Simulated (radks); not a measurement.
Results of a calculation; reference values are marked as such.
Initial-state core-level shifts of the thallium ion Tl3+ when its valence configuration changes from [Xe] 4f14 5d10. Code: a radial shooting solver on a logarithmic mesh with Libxc functionals. Model: scalar-relativistic Kohn-Sham, PBE, spin-polarised, spherical densities, point nucleus; open shells are filled with parallel spins first (spin-orbit coupling, left out, can overturn this in heavy ions). Shifts are changes of the shell-averaged eigenvalues in eV (positive: less bound).

[
 {"valence": "4f14 5d9 6s1", "3p": "-4.614", "4s": "-4.541", "4p": "-4.537", "5s": "-4.200"},
 {"valence": "4f12 5d10 6p2", "3p": "-48.382", "4s": "-42.318", "4p": "-40.914", "5s": "-21.479"},
 {"valence": "4f14 5d9 6p1", "3p": "-6.309", "4s": "-6.241", "4p": "-6.235", "5s": "-5.881"},
 {"valence": "4f13.5 5d9.5 6s1", "3p": "-13.244", "4s": "-11.822", "4p": "-11.485", "5s": "-6.599"},
 {"valence": "4f13 5d10 6p1", "3p": "-23.723", "4s": "-20.877", "4p": "-20.196", "5s": "-10.675"},
 {"valence": "4f10 5d10 6s2 6p2", "3p": "-97.309", "4s": "-83.641", "4p": "-80.676", "5s": "-40.400"},
 {"valence": "4f13 5d10 6s1", "3p": "-22.011", "4s": "-19.160", "4p": "-18.480", "5s": "-8.975"},
 {"valence": "4f13 5d9 6p2", "3p": "-30.250", "4s": "-27.304", "4p": "-26.613", "5s": "-16.631"},
 {"valence": "4f14 5d8 6s2", "3p": "-9.427", "4s": "-9.264", "4p": "-9.255", "5s": "-8.512"}
]
